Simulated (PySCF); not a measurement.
Ga(F) cation (FGa), SMILES [Ga][F] (connectivity only; charge and spin as stated), charge +1, multiplicity 2. Atoms are numbered in the order given.

```xyz
2

Ga     0.0000     0.0000    -0.3839
F      0.0000     0.0000     1.3222
```
Charge +1, spin multiplicity 2.

Coordinates come from a PBE0-D3(BJ)/def2-TZVPD optimisation. The multiplicity is an assumed one; other spin states were not compared.

Computed with M06-2X/def2-TZVPD run with PySCF.

The molecule is in vacuum.

```yaml
total_energy: -2024.38085 hartree
point_group: C∞v
"α spin, highest occupied and lowest empty level": -17.73 and -7.80 eV
"β spin, highest occupied and lowest empty level": -20.53 and -13.19 eV
dipole_moment_about_the_centre_of_nuclear_charge: 3.84 D
mean_static_polarisability: 19.8 bohr³ (2.94 Å³)
polarisability_principal_values: 18.2, 18.2, 23.2 bohr³
"⟨S²⟩": 0.754 (pure state 0.75)
```
